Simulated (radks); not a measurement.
Results of a calculation; reference values are marked as such.
Q: Ionisation ladder of osmium, from Os LXVII to Os LXXVI. Each ion is in the ground configuration listed by NIST, and IE = E(next ion) - E(this ion), with E = 0 for the bare nucleus. Code: a radial shooting solver on a logarithmic mesh with Libxc functionals. Model: Dirac Kohn-Sham, PBE, spin-unpolarised, spherical densities, finite nucleus; open shells fill j = l - 1/2 first; Fermi nuclear charge, rms radius 5.4126 fm.

| species | configuration | IE, Delta-SCF (eV) | <r> HOMO (bohr) |
|---|---|---|---|
| Os LXVII | [Ne] | 16590.8 | 0.0680 |
| Os LXVIII | [He] 2s2 2p5 | ? | 0.0676 |
| Os LXIX | [He] 2s2 2p4 | 17283.7 | 0.0673 |
| Os LXX | [He] 2s2 2p3 | ? | 0.0669 |
| Os LXXI | [He] 2s2 2p2 | 19673.9 | 0.0589 |
| Os LXXII | [He] 2s2 2p1 | ? | 0.0585 |
| Os LXXIII | [He] 2s2 | 20644 | 0.0711 |
| Os LXXIV | [He] 2s1 | 20950 | 0.0709 |
| Os LXXV | [He] | 84399 | 0.0176 |
| Os LXXVI | 1s1 | ? | 0.0176 |

Estimate the withheld Delta-SCF values.

A: Os LXVIII: 16936.5 eV (NIST 16900); Os LXX: 17632.1 eV (NIST 17620); Os LXXII: 20069 eV (NIST 20030); Os LXXVI: 85625 eV (NIST 85614.4).

Beside tabulated values, note that spin-unpolarised runs miss the spin-polarisation part of the exchange energy of open shells.
